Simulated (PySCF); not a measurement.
Al(F)(H)(SH) (AlFH2S), SMILES [F][AlH][SH]. The structure is a stationary point at ωB97X-D3(BJ)/def2-TZVP. Other conformers were not sampled.

Computed equilibrium geometry at ωB97X-D3(BJ)/def2-TZVP (PySCF confirms it by a frequency run) as Cartesian coordinates in Å, and its point group (one conformer of several):
point group Cs.
```xyz
5

Al    -0.5104     0.5898     0.0000
F      0.6086     1.8040     0.0000
H     -2.0371     0.9375     0.0000
S      0.2606    -1.4303     0.0000
H     -0.9740    -1.9556     0.0000
```
